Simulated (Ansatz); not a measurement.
Consider the cleavage of the Si–Si bond: `N[SiH]([SiH3])[SiH3]` + silanol → `N[SiH]([SiH3])O[SiH3]` + SiH₄.

Isolated molecules relaxed with PBE0-D4/def2-TZVP in Ansatz; ΔE leaves out vibrations. CCSD(T)/CBS is the MP2 limit (def2-TZVPP, def2-QZVPP) plus CCSD(T) − MP2 in def2-TZVPP, frozen cores. This one scheme is used for every species. DFT in def2-TZVPP. One conformer a species, not always the lowest.

| level | ΔE (kJ/mol) |
| --- | --- |
| B2PLYP | -128.8 |
| CCSD/CBS(def2) | -127.0 |

Task: What does CCSD(T)/CBS give? (Estimate.)

Result: The calculation gave: -124.1 kJ/mol. The listed levels differ from it by -4.7, -2.9 kJ/mol.

Largest T1 diagnostic among the species: 0.013.

From PBE to PBE0 (25 % exact exchange), in def2-TZVPP and without D4, ΔE moves by −7.3 kJ/mol. In def2-TZVPP, CCSD(T) changes the Hartree–Fock value by +23.1 kJ/mol (the triples alone add +2.9 kJ/mol) and MP2 by +18.1 kJ/mol.
